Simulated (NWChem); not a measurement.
A series in which one site is exchanged, each optimised at PBE0/def2-SVP with NWChem, gas phase unless a solvent is named. Some are not confirmed as minima by frequencies. def2 effective core potentials on Zr, I; no spin-orbit coupling.

A: [ZrH3][F] (ZrH3F; site = F)
B: [I][ZrH3] (ZrH$_{3}$I; site = I)
C: [Br][ZrH3] (ZrH₃Br; site = Br)
D: [ZrH4] (ZrH₄; site = H)

Question: Rank them by static polarisability, PBE/def2-SVPD (bohr³), lowest first.

Answer: A (51.2), D (55.6), C (74.5), B (89.5)
